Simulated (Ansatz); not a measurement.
Compare A (`[OH][Ge]([SiH3])([Cl])[Cl]`) with its isomer B (`Cl[SiH](Cl)[O][GeH3]`).

Calculated with Ansatz (gas phase, PBE0-D4/def2-TZVP geometries, no zero-point term in ΔE). CBS: MP2 limit from def2 TZ/QZ plus the TZ coupled-cluster correction, frozen cores. Functionals use def2-TZVPP. B3LYP here is the variant with VWN-RPA as its local correlation; programs differ in this. For Ge outer-core shells are correlated without core-valence functions, which leaves a few kJ/mol of doubt a bond. Scalar relativity is left out up to krypton. One conformer a species, not always the lowest.

A:

```xyz
9

O     1.164    0.295    1.669
Ge    0.789   -0.102   -0.005
Si   -1.548    0.092   -0.402
Cl    1.941    1.197   -1.281
Cl    1.519   -2.090   -0.406
H     2.101    0.229    1.876
H    -1.771   -0.257   -1.824
H    -1.947    1.492   -0.125
H    -2.247   -0.857    0.498
```

B:

```xyz
9

Cl   -1.511   -1.974    0.759
Si    0.386   -1.467    0.180
Cl    0.574   -1.954   -1.797
O     0.643    0.099    0.408
Ge   -0.212    1.608   -0.048
H     1.350   -2.258    0.957
H    -1.010    1.337   -1.329
H    -1.121    1.971    1.131
H     0.901    2.638   -0.261
```

Question: Which is lower in electronic energy at CCSD(T)/CBS, and by how much? (Estimate.)

Answer: Computed: B, by 32.8 kcal/mol.

Question: Give E(B) − E(A) in kcal/mol with PBE0-D4, CCSD(T)/def2-SVP, ωB97M-V, BLYP-D4, B3LYP-D4, HF/def2-TZVPP, PBE-D4. (Estimate.)

Answer: The calculation gave: PBE0-D4 -28.5, CCSD(T)/def2-SVP -29.8, ωB97M-V -32.8, BLYP-D4 -28.1, B3LYP-D4 -30.3, HF/def2-TZVPP -35.4, PBE-D4 -25.9. None reverses the order clearly.

Question: Does the order hold for the free energy at 298.15 K (harmonic terms from PBE0-D4)? (Best estimate.)

Answer: Computed: Yes: G(B) − G(A) = -34.0 kcal/mol, for one conformer each. Modes under 60 cm⁻¹, often nearly free rotors, make the harmonic entropy too high.

Largest T1 diagnostic: 0.011.

From PBE to PBE0 (25 % exact exchange), in def2-TZVPP and without D4, E(B) − E(A) moves by −2.7 kcal/mol. In def2-TZVPP, CCSD(T) changes the Hartree–Fock value by +3.8 kcal/mol (the triples alone add +0.8 kcal/mol) and MP2 by +2.2 kcal/mol.
